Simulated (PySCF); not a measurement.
Al(Cl)(OH)(SiH3) (AlClH4OSi), SMILES [OH][Al]([SiH3])[Cl].

Geometry optimised at r2SCAN-D4/def2-SVP. The values are those of a single conformer.

Method: C-PCM-PBE0/def2-SVP in PySCF.

The values are the electrostatic part of the solvation free energy, E(continuum) − E(gas) at the gas-phase geometry, in a cavity of scaled van der Waals radii (PySCF's table); cavitation and dispersion terms are not included. A continuum can't describe solvent molecules that bind to the metal. In vacuum the orbital gap is 7.05 eV. The dipole moment in vacuum is 0.96 D.

```json
[
 {"solvent": "water", "ε": "78.36", "ΔG(elec) (kcal/mol)": "-6.5", "dipole (D)": "1.23", "gap (eV)": "7.28"},
 {"solvent": "dimethylsulfoxide", "ε": "46.83", "ΔG(elec) (kcal/mol)": "-6.5", "dipole (D)": "1.23", "gap (eV)": "7.28"},
 {"solvent": "dichloromethane", "ε": "8.93", "ΔG(elec) (kcal/mol)": "-5.8", "dipole (D)": "1.20", "gap (eV)": "7.26"}
]
```
